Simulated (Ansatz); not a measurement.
Cost and result for the atomization energy of C₄H₁₁BO₂, SMILES `COB(O)C(C)C` (18 atoms, 17 bonds).

```xyz
18

C     0.9863   -0.9343    2.0670
O     0.6791   -1.6013    0.8681
B     0.2519   -0.9818   -0.2736
O    -0.0226   -1.8019   -1.3295
C     0.0270    0.5743   -0.4320
C     0.0043    1.0200   -1.8899
C    -1.2703    0.9823    0.2769
H     1.8112   -1.4604    2.5509
H     1.2842    0.1040    1.8995
H     0.1247   -0.9480    2.7408
H     0.1191   -2.7257   -1.1022
H     0.8526    1.0973    0.0697
H     0.9369    0.7746   -2.4030
H    -0.1491    2.1009   -1.9668
H    -0.8033    0.5264   -2.4356
H    -1.4312    2.0620    0.2031
H    -1.2672    0.7206    1.3382
H    -2.1335    0.4909   -0.1815
```

The species carries charge 0 and has multiplicity 1. The geometry is a stationary point of PBE0-D4/def2-TZVP. It is one conformer, not always the lowest. Program: Ansatz. All runs use 2 threads of an AMD EPYC 7R13 on a shared host and a share of an NVIDIA H100 80 GB. Times are those of one run each, without the atoms' runs, and a repeat can differ threefold. Electronic energies, without spin–orbit coupling; frozen cores. CCSD(T)/CBS adds CCSD(T) − MP2 in def2-TZVPP to the MP2 limit, and its time is that of the two runs behind it. T1 = 0.011.

CCSD(T)/CBS is a level of theory with its own doubt, some kJ/mol a heavy atom from the limit and from the frozen cores, so smaller differences don't rank the functionals.

```
                           level  functions  wall time
                CCSD(T)/def2-SVP        153      2.8 s
               B2PLYP/def2-TZVPP        371      3.3 s
          LDA (SPW92)/def2-TZVPP        371      3.4 s
            revPBE-D4/def2-TZVPP        371      3.9 s
             BHLYP-D4/def2-TZVPP        371      4.1 s
         CAM-B3LYP-D4/def2-TZVPP        371      4.3 s
                  MP2/def2-QZVPP        729      4.7 s
              ωB97X-V/def2-TZVPP        371      4.7 s
               B97M-V/def2-TZVPP        371      5.5 s
           r2SCANh-D4/def2-TZVPP        371      5.5 s
ωB97M-V/def2-TZVPP (with forces)        371        7 s
              CCSD(T)/def2-TZVPP        371       15 s
               CCSD(T)/CBS(def2)          –       19 s
```

Q: What atomization energy does each give, and how far from CCSD(T)/CBS? (Estimate.)

A: Ansatz gave: 
```tsv
level	atomization (kcal/mol)	difference from CCSD(T)/CBS	per bond
CCSD(T)/def2-SVP	1690.1	-68.3	-4.0
B2PLYP/def2-TZVPP	1743.7	-14.7	-0.9
LDA (SPW92)/def2-TZVPP	2007.2	248.8	14.6
revPBE-D4/def2-TZVPP	1751.2	-7.2	-0.4
BHLYP-D4/def2-TZVPP	1714.5	-43.9	-2.6
CAM-B3LYP-D4/def2-TZVPP	1770.3	11.9	0.7
MP2/def2-QZVPP	1770.6	12.2	0.7
ωB97X-V/def2-TZVPP	1760.3	1.9	0.1
B97M-V/def2-TZVPP	1762.0	3.6	0.2
r2SCANh-D4/def2-TZVPP	1756.3	-2.1	-0.1
ωB97M-V/def2-TZVPP (with forces)	1765.3	6.9	0.4
CCSD(T)/def2-TZVPP	1719.9	-38.5	-2.3
CCSD(T)/CBS(def2)	1758.4	0.0	0.0
```

In def2-TZVPP, CCSD(T) changes the Hartree–Fock value by +402.4 kcal/mol (the triples alone add +22.4 kcal/mol) and MP2 by +430.5 kcal/mol; breaking electron pairs costs correlation energy, which Hartree–Fock lacks. Leaving LDA and LC-ωPBE aside and taking each functional with its dispersion term where it has one, the values, not all of them listed here, spread over 78.9 kcal/mol, from BHLYP-D4 to PBE-D4. LDA lies +222.5 kcal/mol from PBE without D4, its usual overbinding. From PBE to PBE0 (25 % exact exchange), in def2-TZVPP and without D4, the atomization energy moves by −25.5 kcal/mol: exact exchange takes away binding that semilocal exchange gives to molecules.
